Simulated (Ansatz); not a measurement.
Program: Ansatz. Geometries: PBE0-D4/def2-TZVP. ΔE: electronic, gas phase. CCSD(T)/CBS is the MP2 limit (def2-TZVPP, def2-QZVPP) plus CCSD(T) − MP2 in def2-TZVPP, frozen cores. This one scheme is used for every species, atoms too. Open shells (•) are unrestricted, without spin–orbit coupling. Spin–orbit coupling would lower the free atoms: a little for Cl, Si; clearly for Se. For Se outer-core shells are correlated without core-valence functions, so the limit isn't a true one: a few kJ/mol of doubt a bond, and 10 to 20 or more in all where bonds break to atoms. Scalar relativity is left out up to krypton. One conformer a species, not always the lowest.

`Cl[SiH][SeH]`• → Cl• + 2 H• + Se• + Si•  (atomization)

```
        species  CCSD(T)/CBS(def2) energy (Eh)
`Cl[SiH][SeH]`•                    -3150.78498
            Cl•                     -459.70966
             H•                       -0.50000
            Se•                    -2400.63306
            Si•                     -288.94402
```

**Question.** Work out ΔE.

**Answer.** ΔE = 2 × (-0.50000) + (-459.70966) + (-2400.63306) + (-288.94402) − (-3150.78498) = 0.49824 Eh = +1308.1 kJ/mol.

Largest T1 diagnostic among the species: 0.012.

Leaving LDA and LC-ωPBE aside and taking each functional with its dispersion term where it has one, the values, not all of them listed here, spread over 66.0 kJ/mol, from BHLYP-D4 to r2SCAN-D4. LDA lies +193.9 kJ/mol from PBE without D4, its usual overbinding. From BLYP to BHLYP (50 % exact exchange), in def2-TZVPP and without D4, ΔE moves by −18.7 kJ/mol: exact exchange takes away binding that semilocal exchange gives to molecules.

For atomizations the MP2-based limit and the directly extrapolated one differ by several kJ/mol either way, and by 10 to 25 for some Ge, Se and Sn compounds, so smaller differences from it don't rank the levels.
